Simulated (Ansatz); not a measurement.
Species: C5H8Se (charge 0, singlet). 
Coordinates optimised at B3LYP-D3(BJ)/def2-TZVP (Ansatz, a quantum-chemistry and plane-wave program):
```xyz
14

C     -3.1712    -0.8995     0.7325
C     -2.3413    -0.3736    -0.1608
C     -1.2214     0.5424     0.1779
Se     0.5115    -0.3987    -0.0970
C      1.6036     1.1455    -0.3450
C      2.8930     1.2019    -0.0368
H     -3.0807    -0.6758     1.7893
H     -3.9690    -1.5687     0.4389
H     -2.4472    -0.6282    -1.2108
H     -1.2679     0.8797     1.2107
H     -1.1915     1.4052    -0.4876
H      1.1011     1.9796    -0.8226
H      3.4086     0.3827     0.4487
H      3.4787     2.0812    -0.2751
```
Charge 0, spin multiplicity 1.

Total electronic energies in hartree. Cores are frozen in the correlated levels unless marked. No spin-orbit coupling. The frozen core is the preceding noble-gas configuration, with the filled d and f shells of earlier blocks. Non-relativistic. CBS(X,Y): correlation extrapolated as X^-3; Hartree-Fock from the larger set.

```tsv
level	program	energy (Eh)
HF/6-31G*	Ansatz	-2593.47681
HF/cc-pVDZ	Ansatz	-2593.76508
HF/cc-pVQZ	Ansatz	-2593.91299
PBE/def2-TZVPD	Ansatz	-2596.28678
PBE-D3(BJ)/def2-TZVPD	Ansatz + dftd3	-2596.29905
B3LYP-D3(BJ)/def2-TZVPD	Ansatz + dftd3	[?]
PBE0/def2-TZVP	Ansatz	[?]
B2GP-PLYP-D4/def2-TZVPD	Ansatz + dftd4	-2596.12866
MP2/6-31G*	Ansatz	-2594.22535
SCS-MP2/6-31G	Ansatz	-2593.85329
CCSD/aug-cc-pVTZ	Ansatz	-2594.94487
CCSD(T)/6-31G	Ansatz	-2593.92977
CCSD(T)/aug-cc-pVTZ	Ansatz	-2594.99603
CCSD(T)/cc-pVQZ	Ansatz	-2595.05045
CCSD(T)/CBS(cc-pVTZ,cc-pVQZ)	Ansatz	-2595.0927
```

Problem. Complete the blanks.

Solution. 
- B3LYP-D3(BJ)/def2-TZVPD, energy (Eh): -2596.98344
- PBE0/def2-TZVP, energy (Eh): -2596.38631
